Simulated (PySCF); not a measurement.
## Potassium: a sound run and one with changed settings

Sound run: K²⁺ [Ne] 3s2 3p5, K³⁺ [Ne] 3s2 3p4. Computed with PySCF 2.14 in cc-pVTZ-X2C, with the spin-free X2C one-electron Hamiltonian (Gaussian nucleus). In the sound run the correlated levels freeze [Ne] 3s2. The sound run starts from symmetry-adapted Hartree-Fock orbitals and uses a fine grid where one is needed.

Changed run: basis STO-3G, all-electron and non-relativistic. This setting is unsound on purpose.

| species | method | sound run (hartree) | changed run (hartree) | converged |
| --- | --- | --- | --- | --- |
| K²⁺ | UHF | -600.17093 | -591.89066 | yes |
| K²⁺ | PBE0 | -600.70887 | -592.34717 | yes |
| K²⁺ | BP86 | -600.93398 | -592.52873 | yes |
| K²⁺ | MP2 | -600.21414 | -591.89339 | yes |
| K²⁺ | CCSD(T) | -600.22188 | -591.89385 | yes |
| K³⁺ | UHF | -598.46958 | -590.24609 | yes |
| K³⁺ | PBE0 | -598.95670 | -590.65268 | yes |
| K³⁺ | BP86 | -599.17740 | -590.83130 | yes |
| K³⁺ | MP2 | -598.49208 | -590.24680 | yes |
| K³⁺ | CCSD(T) | -598.49713 | -590.24693 | yes |

Ionisation energy of K²⁺:

| method | sound run (eV) | changed run (eV) |
| --- | --- | --- |
| UHF | 46.296 | 44.751 |
| PBE0 | 47.679 | 46.109 |
| BP86 | 47.799 | 46.189 |
| MP2 | 46.860 | 44.806 |
| SCS-MP2 | 46.866 | 44.806 |
| CCSD | 46.932 | 44.814 |
| CCSD(T) | 46.933 | 44.815 |

A minimal basis cannot let orbitals breathe on ionisation and holds almost no correlation. The Hamiltonian changed with the basis, so the totals do not compare.

For comparison, NIST gives 45.803 eV between the lowest levels.
